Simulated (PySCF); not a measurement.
ZnF2, SMILES [Zn]([F])[F].

The structure is a stationary point at B3LYP-D3(BJ)/def2-TZVP. The isomer is the one that the SMILES or the coordinates give; other isomers of the formula were not compared.

Method: B3LYP-D3(BJ)/def2-TZVP (PySCF).

Frequencies are harmonic and unscaled.

Modes within 1.5 cm⁻¹ of each other (mostly degenerate sets) share a row, with their intensities summed.

```tsv
mode	ν (cm⁻¹)	IR (km/mol)	Raman (Å⁴/amu)	depolarisation	moving atoms (share of kinetic energy)
1–2	163	80.3	0.0	–	F 63 %, Zn 37 %
3	592	0.0	8.3	0.20	F 100 %
4	753	99.5	0.0	–	F 63 %, Zn 37 %
```
